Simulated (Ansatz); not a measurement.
```yaml
crystal:
  periodic: [false, false, false]
  atoms:
    - {symbol: F, position_ang: [-1.424521, -0.875192, 0.795891]}
    - {symbol: Nb, position_ang: [0.013340, -0.080928, -0.021047]}
    - {symbol: F, position_ang: [1.793974, -0.469802, 0.188262]}
    - {symbol: F, position_ang: [-0.038930, -1.489961, -1.237992]}
    - {symbol: Cl, position_ang: [-0.473721, 1.493292, -1.550651]}
    - {symbol: Cl, position_ang: [0.171959, 1.358491, 1.779434]}
basis:
  gaussian: {orbitals: def2-TZVP}
hamiltonian: {xc: {name: BHLYP}, dispersion: d3bj}
scf: {max_iter: 3}
output: {forces: true}
```

```sh
$ ansatz run in.yaml --threads 4 --pin off --events-out ev --progress --plain --max-ram 10444MiB
```

Question: How does Ansatz answer? (An estimate is asked.)

Answer: Ansatz gave: The program refused the input.
```
Error: invalid value for `basis.gaussian`: such a run doesn't read scf.max_iter; remove what it names
```
